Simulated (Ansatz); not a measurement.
Input for Ansatz (a quantum-chemistry and plane-wave program): U-wB97X-V/cc-pVTZ on BrFSe (SMILES F[Se]Br), a point of a bond scan (R = 2.646 Å).

Ansatz 0.2 input:
```yaml
crystal:
  periodic: [false, false, false]
  atoms:
    - {symbol: Se, position_ang: [0.51016666, -0.43084229, 0.77837054]}
    - {symbol: F, position_ang: [1.95511126, -1.75515808, -0.99913776]}
    - {symbol: Br, position_ang: [-0.87448098, 0.75634609, -0.65156810]}
basis:
  gaussian:
    orbitals: cc-pVTZ
hamiltonian:
  xc: {name: wB97X-V}
magnetization: {spin_polarized: true, initial_magnetization: 0}
```

Output:

```
WARN ansatz: RAYON_NUM_THREADS=1 ignored (pool sized by the plan → 1); use --threads N
Functional definition: wB97X-V
integrals: 0.07 GiB planned
750 factors; integrals over basis functions are off by at most 7.4e-4 eV
integrals: 0.12 GiB planned
127 factors; integrals over basis functions are off by at most 5.3e-5 eV
mean field: 1.12 GiB planned
mean field evaluation 1: about -138093.6963 eV, gradient 3.6e1 eV
mean field evaluation 2: about -137965.0962 eV, gradient 1.3e2 eV
mean field evaluation 4: about -138099.0173 eV, gradient 7.3e0 eV
mean field evaluation 8: about -138099.3537 eV, gradient 7.0e-1 eV
mean field evaluation 16: about -138099.3846 eV, gradient 2.0e-3 eV
mean field evaluation 32: about -138099.7099 eV, gradient 4.4e-1 eV
mean field evaluation 64: about -138099.7291 eV, gradient 2.4e-4 eV
mean field evaluation 96: about -138099.7178 eV, gradient 1.5e-5 eV
mean field evaluation 128: about -138099.5673 eV, gradient 1.7e0 eV
mean field -138099.72913878 eV, -5075.0714384917 hartree, gradient 4.5e-6 eV, S^2 0.710006; 12 other end points of the search recorded, 0 dependent functions left out
reference -138099.72913759 eV, -5075.0714384479 hartree; 39, 39 occupied and 77, 77 virtual orbitals, 750 factors
Total energy: -138099.72913759 eV, -5075.0714384479 hartree
```

The calculation finished and met its thresholds. Its determinant has ⟨S²⟩ = 0.71, a mixture of spin states.

Cost: very roughly 2.1 core-minutes.
